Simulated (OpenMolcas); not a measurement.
An atom or ion with 20 electrons was computed by MS-CASPT2, IPEA 0.25 Eh, imaginary shift 0.1 Eh with spin-orbit coupling (OpenMolcas, ANO-RCC-VTZP, DKH2). The lowest levels that the run gave, each within 12 % of the measured value where one is at hand:

```
J  Parity  E (eV)      g
2    even  0.0000  0.666
3    even  0.0246  1.084
4    even  0.0565  1.251
2    even   1.009  1.002
0    even   1.369       
1    even   1.378  1.501
2    even   1.395  1.499
4    even   1.820  1.000
0    even   4.010       
1    even   4.663  0.499
2    even   4.678  1.167
3    even   4.703  1.334
```

Task: Which ion is it, and what are the configurations and terms?

Result: Ti²⁺ (Z = 22, charge +2; active space 2 electrons in 6 orbitals (3d 4s)). J, parity and g give the terms where levels are pure, and mixed ones are named by the computed weights; the size of the splittings, set against known spectra of the 20-electron sequence, gives the charge. In order, with the measured energies in eV (Corliss and Sugar, J. Phys. Chem. Ref. Data 8, 1 (1979)): 3d² ³F₂, 3d² ³F₃ (0.0229), 3d² ³F₄ (0.0521), 3d² ¹D₂ (1.0506), 3d² ³P₀ (1.3066), 3d² ³P₁ (1.3147), 3d² ³P₂ (1.3293), 3d² ¹G₄ (1.7851), 3d² ¹S₀ (4.0264), 3d 4s ³D₁, 3d 4s ³D₂ (4.7361), 3d 4s ³D₃ (4.7642).

CASPT2 does not keep the components of a term degenerate, so their means are used; among the terms shown or strongly mixed into the levels shown the widest spread is 650 cm-1 (3d² ³F). Terms from blocks run as CI alone lack orbitals of their own. A single d shell beside an s shell can misplace configurations of different d count against each other. Measured partners are found by configuration, term and J. A level has none where our copy of the source lacks it or the pairing is in doubt (some pairs that miss far off the trend of their configuration count as doubtful), and it then counts in no deviation. Only configurations of the active space appear.
